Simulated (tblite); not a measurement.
Run record: tight-binding relaxation, `CC#[N+][AlH2-]/[CH]=N\C`.

Computed with GFN2-xTB geometry optimisation, gas phase (tblite 0.8.0). Start geometry: from a force field or distance geometry. The command runs a driver script over a list of jobs; the input below is this job's line of settings and its coordinates in Å.

Command:
```bash
OMP_NUM_THREADS=1 python probes_run.py task.json out
```

Input:
```
{"job": {"kind": "relax", "xc": "GFN2-xTB", "basis": "xTB"}, "charge": 0, "multiplicity": 1}
C      2.192800     1.105500     2.156300
C      1.583200     0.286200     1.098500
N      1.124700    -0.375200     0.281900
Al     0.344300    -1.412400    -1.068500
C     -1.629700    -1.502800    -0.776900
N     -2.434700    -0.490300    -0.788000
C     -2.011300     0.881900    -0.990900
H      3.174400     1.493200     1.818100
H      2.327100     0.496200     3.075300
H      1.509600     1.963000     2.383100
H      0.949200    -2.897000    -0.997000
H      0.651200    -0.776300    -2.484700
H     -2.044800    -2.490100    -0.614400
H     -2.899000     1.537600    -0.956400
H     -1.529300     0.998900    -1.977800
H     -1.315200     1.190600    -0.170000
```

Output:
```
step      E/eV     max force
  0    -543.76015    2.924
  1    -543.87139    4.086
  2    -544.03890    1.808
  3    -544.08925    1.523
  4    -544.12493    0.529
  5    -544.14814    0.421
  6    -544.16129    0.468
  7    -544.17156    0.230
  8    -544.17689    0.184
  9    -544.18310    0.238
... (130 lines left out)
140    -544.37532    0.023
141    -544.37541    0.026
142    -544.37553    0.030
143    -544.37568    0.029
144    -544.37586    0.034
145    -544.37602    0.041
146    -544.37611    0.039
147    -544.37616    0.021
148    -544.37618    0.011
149    -544.37620    0.008
```

«max force» is the largest atomic force in eV/Å.

Question: From which step on does the largest force stay under 0.1 eV/Å, and how much energy is left to gain from there?

Answer: From step 133 (0.064 eV/Å), 2.6 meV above the end.

In short: energy lowered by 14.2 kcal/mol over 149 steps; largest atomic force 0.008 eV/Å at the end.

Question: Where do the atoms end?

Answer: 0.655 Å rms from the input after alignment:
```
atom  x, y, z in Å
C1     1.8850    0.9204    2.1565
C2     1.5656    0.3797    0.8787
N3     1.3011   -0.0377   -0.1605
Al4    0.4476   -1.4415   -1.2592
C5    -1.4423   -1.2950   -0.5239
N6    -2.2988   -0.3588   -0.4872
C7    -1.9497    0.8966   -1.0683
H8     2.8146    1.4877    2.1003
H9     2.0023    0.1029    2.8681
H10    1.0788    1.5745    2.4903
H11    1.1925   -2.6567   -0.6017
H12    0.8402   -1.0316   -2.7081
H13   -1.8241   -2.2150   -0.0445
H14   -2.0658    1.6795   -0.3157
H15   -2.6427    1.1116   -1.8834
H16   -0.9122    0.8925   -1.4528
```

On one thread, Intel Xeon Platinum 8488C (x86_64), on a shared host, this took 0.94 s of wall time.
Labels such as C1 count atoms from 1, the log's own numbers from 0.
